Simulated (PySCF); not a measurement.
# What a mistake does to a calculation on B2CGeH6

These are calculations, not measurements. The program is PySCF 2.14.0, an open-source quantum chemistry code, run on an isolated molecule that a program drew, which may never have been made. The molecule is B2CGeH6 (charge 0, singlet), drawn as the SMILES string `[BH2][Ge][BH]C`.

Each row is a Hartree-Fock (HF) and frozen-core CCSD(T) single point in the cc-pVDZ basis, meant for a local HF minimum. Run 1 is clean. Each other run has one planted mistake out of seven kinds, and not every kind appears here: one electron removed, one electron added, multiplicity raised by two, geometry at a saddle point, minimal basis STO-3G, one bond length entered in bohr, all coordinates scaled. The reference is restricted for singlets and unrestricted otherwise, and also for a bond in bohr. Adding or removing an electron swaps singlet and doublet. Electrons count all cores. HOMO and LUMO are orbital energies over both spins, the gradient is its largest component, and the lowest frequency (negative if imaginary) is given only where the gradient is small. Bond lengths are over the 9 bonds as drawn. T1 is the CCSD diagnostic: over 0.02 (restricted) or 0.045 (unrestricted) a single reference is doubtful. Germanium has the cc-pVDZ-PP basis, with a core potential (ECP10MDF) in place of its 10 inner electrons, and its 3s, 3p and 3d shells are frozen in CCSD(T).

Geometry of the clean run:
```xyz
10
B2CGeH6, angstrom
B    -2.6217    2.0971   -3.0792
Ge   -2.1146    2.1782   -1.1001
B    -1.2642    0.2938   -1.0340
C    -2.0060   -1.0398   -0.6217
H    -1.8767    2.5050   -3.9291
H    -3.7128    1.7183   -3.4131
H    -0.0782    0.2426   -1.2487
H    -3.0808   -0.9539   -0.4521
H    -1.8381   -1.7980   -1.3961
H    -1.5459   -1.4368    0.2917
```

```
run,electrons,basis functions,<S^2>,HOMO (eV),LUMO (eV),gradient (hartree/bohr),lowest frequency (cm^-1),mean bond (Å),longest bond (Å),T1,HF (hartree),CCSD(T) (hartree),mistake
1,54,95,0.000,-8.29,0.80,3.3e-05,78,1.3988,2.068,0.0218,-384.04596,-384.50912,no fault
2,54,95,0.000,-8.28,0.72,1.9e-02,-,1.4366,2.124,0.0216,-384.04085,-384.50607,all coordinates scaled
3,55,95,0.789,-0.85,6.56,1.5e-02,-,1.3988,2.068,0.0281,-384.04540,-384.52900,one electron added
4,54,95,2.030,-7.17,-0.25,2.9e-02,-,1.3988,2.068,0.0191,-384.00837,-384.44850,?
```

**Which mistake was planted in run 4, and what did it cost?**

Electrons, basis and geometry are unchanged, and <S^2> is 2.030, beside S(S+1) = 2.00 for a multiplicity of 3. So the mistake is: multiplicity raised by two. Subtracting run 1 and multiplying by 627.51 kcal/mol a hartree, the energy moved by 23.6 kcal/mol in HF and 38.0 kcal/mol in CCSD(T).

Cautions from the logs. Run 1: T1 is over the limit, so its CCSD(T) energy is less reliable; run 2: T1 is over the limit, so its CCSD(T) energy is less reliable.
